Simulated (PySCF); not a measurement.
# Two-dimensional NMR puzzle

Compound of formula C$_{5}$H$_{10}$O$_{2}$Si. Correlations simulated from computed shifts and the bond graph:

HSQC (one-bond C–H):
```
  δH     δC
7.96  162.8
6.55  140.1
0.25   -2.6
```

COSY cross peaks (H two or three bonds apart, from the bond graph; peaks can be absent where the dihedral angle is near 90°):
```
  δH    δH
7.96  6.55
7.96  4.64
4.64  0.25
```

HMBC (two and three bonds, from the bond graph):
```
  δH                  δC
7.96  169.7, 140.1, -2.6
6.55        169.7, 162.8
4.64  162.8, 140.1, -2.6
0.25         162.8, -2.6
```

Carbons without hydrogens: δ 169.7.

Theoretical values (PySCF 2.14): GIAO PBE0/pcSseg-1 shieldings, GFN2-xTB geometry. Fast rotation and ring inversion assumed for equivalent nuclei, gas phase, a single conformation, non-relativistic Hamiltonian.

References, each an isolated molecule treated in the same way: TMS for 1H and 13C.

Exchangeable hydrogens are left out of these lists.

**Question.** Work out the connectivity.

**Answer.** `C[SiH](C)/C=C/C(=O)O`.

Structure with atom numbers: `[CH3:1][SiH:2]([CH3:3])/[CH:4]=[CH:5]/[C:6](=[O:7])[OH:8]` (H(Xn): hydrogen on atom n).

- δC 169.7 is C6, a carboxylic acid carbon.
- δC 162.8 is C4, a β carbon of a C=C–C=O unit (δH 7.96).
- δC 140.1 is C5, an α carbon of a C=C–C=O unit (δH 6.55).
- δC -2.6 is C1/C3, a methyl carbon bonded to Si (δH 0.25).
- HMBC from δH 7.96 reaches the proton-free carbon C6.
- HMBC from δH 6.55 reaches the proton-free carbon C6.
- COSY links 7.96–6.55, 7.96–4.64, 4.64–0.25.

This is the structure that produced the data.

Exchangeable OH/NH protons stand at their gas-phase positions; hydrogen bonding in a real sample shifts them, mostly to higher δ. Shifts are as computed. Against solution values, carbons near 30 ppm lie about +3 ppm off and those near 130 ppm about +5 ppm. Of 1211 compounds with measured shifts, 218 miss one by over three times the rms of a fit or turn the order of signals round; such compounds aren't used in these exercises. Hydrogen bonding in solution deshields acid and N–H amide carbonyl carbons by as much as 10 ppm beyond these values.
